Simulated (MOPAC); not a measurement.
A run for MOPAC: PM3 on GaH4N (SMILES [NH2][GaH2]), a point of a bond scan (R = 2.342 Å).

```
PM3 1SCF PRECISE CHARGE=0 THREADS=1
GaH4N

Ga     0.00714879 1    -0.17519761 1    -0.34209661 1
H     -1.94099194 1    -0.02777816 1    -1.63434570 1
H      1.33185945 1    -0.90944633 1    -0.72241143 1
N     -0.02676587 1     0.65595973 1     1.28084855 1
H     -0.82046562 1     1.16143064 1     1.63887754 1
H      0.74596657 1     0.66434142 1     1.92618506 1
```

The log:

```
*******************************************************************************
 **                                                                           **
 **                              MOPAC v23.2.5                                **
 **                                                                           **
 *******************************************************************************
 ** MOPAC's Digital Object Identifier: https://doi.org/10.5281/zenodo.6511958 **
 **                                                                           **
 ** Please cite the open-source release paper for use of this MOPAC version:  **
 ** J. E. Moussa and J. J. P. Stewart (2026)                                  **
 ** MOPAC: An open-source semiempirical molecular orbital program             **
 ** J. Open Source Softw., 11(119), 8025, https://doi.org/10.21105/joss.08025 **
 *******************************************************************************

                              PM3 CALCULATION RESULTS

 *******************************************************************************
 *  PM3        - The PM3 Hamiltonian to be used
 *
 *
 *
 *                 CHARGE ON SYSTEM = 0
 *
 *
 *
 *  PRECISE    - TIGHTER CRITERIA TO BE USED
 *  1SCF       - DO 1 SCF AND THEN STOP
 *  THREADS=1  - MULTI-THREADING NOT USED
 *  T=         - A TIME OF 172800.0 SECONDS REQUESTED
 *  DUMP=N     - RESTART FILE WRITTEN EVERY 7200.0 SECONDS REQUESTED
 *******************************************************************************
PM3 1SCF PRECISE CHARGE=0 THREADS=1
 GaH4N

   ATOM   CHEMICAL          X               Y               Z
  NUMBER   SYMBOL      (ANGSTROMS)     (ANGSTROMS)     (ANGSTROMS)

     1      Ga          0.00714879  *  -0.17519761  *  -0.34209661  *
     2       H         -1.94099194  *  -0.02777816  *  -1.63434570  *
     3       H          1.33185945  *  -0.90944633  *  -0.72241143  *
     4       N         -0.02676587  *   0.65595973  *   1.28084855  *
     5       H         -0.82046562  *   1.16143064  *   1.63887754  *
     6       H          0.74596657  *   0.66434142  *   1.92618506  *



          CARTESIAN COORDINATES

    NO.       ATOM           X           Y           Z

     1        Ga          0.0071     -0.1752     -0.3421
     2         H         -1.9410     -0.0278     -1.6343
     3         H          1.3319     -0.9094     -0.7224
     4         N         -0.0268      0.6560      1.2808
     5         H         -0.8205      1.1614      1.6389
     6         H          0.7460      0.6643      1.9262

  H: (PM3): J. J. P. STEWART, J. COMP. CHEM. 10, 209 (1989).
  N: (PM3): J. J. P. STEWART, J. COMP. CHEM. 10, 209 (1989).
 Ga: (PM3): J. J. P. STEWART, J. COMP. CHEM. 12, 320-341 (1991).

           Empirical Formula: H4 N Ga  =     6 atoms



      MOLECULAR POINT GROUP   :   Cs


      RHF CALCULATION, NO. OF DOUBLY OCCUPIED LEVELS = 6


 -------------------------------------------------------------------------------
 PM3 1SCF PRECISE CHARGE=0 THREADS=1
 GaH4N



     1SCF WAS SPECIFIED, SO BFGS WAS NOT USED
     SCF FIELD WAS ACHIEVED


                              PM3 CALCULATION
                                                       MOPAC v23.2.5 Linux




          FINAL HEAT OF FORMATION =         90.61972 KCAL/MOL =     379.15292 KJ/MOL


          COSMO AREA              =         89.16 SQUARE ANGSTROMS
          COSMO VOLUME            =         68.34 CUBIC ANGSTROMS

          IONIZATION POTENTIAL    =         10.628713 EV
          HOMO LUMO ENERGIES (EV) =        -10.629 -2.810
          NO. OF FILLED LEVELS    =          6
          MOLECULAR WEIGHT        =         87.7733         POINT GROUP:  Cs

          MOLECULAR DIMENSIONS (Angstroms)

            Atom       Atom       Distance
            H     6    H     2     4.51400
            H     5    H     3     3.69983
            H     2   Ga     1     0.00000


          SCF CALCULATIONS        =          1





   ATOM   CHEMICAL          X               Y               Z
  NUMBER   SYMBOL      (ANGSTROMS)     (ANGSTROMS)     (ANGSTROMS)

     1      Ga          0.00714879  *  -0.17519761  *  -0.34209661  *
     2       H         -1.94099194  *  -0.02777816  *  -1.63434570  *
     3       H          1.33185945  *  -0.90944633  *  -0.72241143  *
     4       N         -0.02676587  *   0.65595973  *   1.28084855  *
     5       H         -0.82046562  *   1.16143064  *   1.63887754  *
     6       H          0.74596657  *   0.66434142  *   1.92618506  *

                             CARTESIAN COORDINATES

   1   Ga        0.007148790    -0.175197610    -0.342096610
   2    H       -1.940991940    -0.027778160    -1.634345700
   3    H        1.331859450    -0.909446330    -0.722411430
   4    N       -0.026765870     0.655959730     1.280848550
   5    H       -0.820465620     1.161430640     1.638877540
   6    H        0.745966570     0.664341420     1.926185060


           Empirical Formula: H4 N Ga  =     6 atoms



      MOLECULAR POINT GROUP   :   Cs


                  EIGENVALUES
 -28.77163 -16.95202 -16.36622 -11.74746 -10.65212 -10.62871  -2.81033  -2.10455
  -1.25681   0.31637   2.82807   3.97528


              NET ATOMIC CHARGES AND DIPOLE CONTRIBUTIONS

  ATOM NO.   TYPE          CHARGE      No. of ELECS.   s-Pop       p-Pop
    1         Ga          -0.264861        3.2649     1.12239     2.14247
    2          H           0.066461        0.9335     0.93354
    3          H           0.068774        0.9312     0.93123
    4          N           0.075745        4.9243     1.35573     3.56853
    5          H           0.021514        0.9785     0.97849
    6          H           0.032368        0.9676     0.96763
 DIPOLE           X         Y         Z       TOTAL
 POINT-CHG.    -0.167     0.376     0.610     0.735
 HYBRID        -0.053     0.728     1.403     1.581
 SUM           -0.220     1.104     2.012     2.306


          ATOMIC ORBITAL ELECTRON POPULATIONS

     Atom    s        px        py        pz
    1 Ga   1.12239   0.96968   0.57931   0.59348
    2  H   0.93354
    3  H   0.93123
    4  N   1.35573   1.05653   1.34326   1.16875
    5  H   0.97849
    6  H   0.96763

 **********************
 *                    *
 * JOB ENDED NORMALLY *
 *                    *
 **********************




 == MOPAC DONE ==
```

The run finished.

Cost: about 0.020 core-seconds (a rough figure).
